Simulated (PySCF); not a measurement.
Species: C7H9 (doublet state).
Numbering: `[CH2:1]=[C:2]=[C:3][CH2:4][C:5](=[CH2:6])[CH3:7]` (hydrogens: H8, H9 on C1; H10, H11 on C4; H12, H13 on C6; H14, H15, H16 on C7)

Geometry (GFN2-xTB, Å), atoms numbered from 1 in this order:
```xyz
16
C7H9 angstrom
C      3.4422    0.2228    0.5125
C      2.1996   -0.1208    0.1065
C      1.0831   -0.4390   -0.2759
C     -0.2557   -0.7895   -0.6949
C     -1.2888   -0.1880    0.2288
C     -2.0600   -0.9403    0.9947
C     -1.3585    1.3069    0.2110
H      4.3102   -0.1141   -0.0248
H      3.5839    0.8372    1.3832
H     -0.3537   -1.8802   -0.7151
H     -0.4158   -0.4204   -1.7164
H     -2.7938   -0.5108    1.6558
H     -1.9927   -2.0155    0.9959
H     -1.6731    1.6589   -0.7722
H     -0.3735    1.7267    0.4130
H     -2.0610    1.6751    0.9538
```

The hyperfine couplings belong to this conformer and change with its torsions.

Method: UKS B3LYP, pcH-1 on C H, non-relativistic, mean-field spin-orbit, GIAO (PySCF 2.14.0). Geometry: GFN2-xTB, one conformer, isolated molecule. GFN2-xTB frequencies show an imaginary mode (41i cm⁻¹), so this geometry is no minimum at that level. Couplings are sensitive to structure, and on GFN2-xTB geometries they can be far from those on DFT ones. The SCF solution wasn't tested for stability.

(1) Break the g tensor into its mass correction, gauge correction and orbital-Zeeman/spin–orbit terms.

(2) At 34.052 GHz, how far is the centre of the isotropic spectrum from where a free electron (g = 2.002319) resonates?

(3) How much does each term add to the isotropic shift?

(4) What effective moment and Curie constant follow for a powder?

(5) In a frozen sample, at which fields do the three g values resonate at 9.5, 34, 94 and 263 GHz (hyperfine left aside), and which band first spreads them over more than twice a line width of 0.5 mT?

Results:

(1) 
```csv
Δg (ppm),1,2,3
relativistic mass correction,-141,-141,-141
gauge correction,-3,22,34
orbital Zeeman/spin–orbit,16,684,982
total,-127,565,876
```

So g = 2.00219, 2.00288, 2.00320 and g_iso = 2.00276; the tensor is rhombic: the two nearest values differ by 31 % of g3 − g1. Axes: g3 points within 1° of the C1–C2 bond.

(2) B = hν/(g μB) with μB/h = 13.99624 MHz/mT gives 1215.06 mT for the free electron and 1214.79 mT at g_iso, 0.27 mT lower.

(3) The orbital-Zeeman/spin–orbit term 561, the mass correction -141 and the gauge correction 18 ppm, for a total of 438 ppm. The orbital-Zeeman/spin–orbit term is the largest in size. The mass correction is the same along every axis, so the anisotropy comes from the other two: their spans along these axes are 37 (gauge) and 966 ppm (orbital Zeeman/spin–orbit).

(4) With the mean of g² = 4.0110 and S(S+1) = 0.75: μ_eff = √(⟨g²⟩S(S+1)) = 1.734 μB and χT = 0.12505·⟨g²⟩·S(S+1) = 0.376 cm³ K/mol (cgs; spin-Hamiltonian part alone).

(5) 
```csv
band,GHz,B(g3) mT,B(g2) mT,B(g1) mT,spread mT
X,9.5,338.84,338.89,339.01,0.17
Q,34.0,1212.67,1212.86,1213.28,0.61
W,94.0,3352.69,3353.21,3354.37,1.68
J,263.0,9380.39,9381.85,9385.09,4.70
```

The spread grows in proportion to the frequency. W band is the first where it exceeds 1.0 mT.

The largest Mulliken spin populations are on C1 (+0.79), C3 (+0.53) and C2 (-0.26). The positive populations add up to 1.38 and the negative ones to -0.38, together 2S = 1. The angles at C1 add up to 360.0°, so it is planar; its axial dipolar tensor and the negative couplings of its protons fit spin in a p orbital normal to that plane.

The HOMO–LUMO gaps are 5.55 eV among the α and 4.71 eV among the β orbitals.

On an Arm Neoverse V1 with one thread, no GPU, shared host with 64 logical CPUs at a one-minute load of 28, this took 55 s wall (with the writing of density and orbital grids) and 0.97 GiB of memory at its peak.

The SMILES draws the unpaired electron on C3; the largest computed Mulliken spin population is on C1 (0.79 against 0.53).
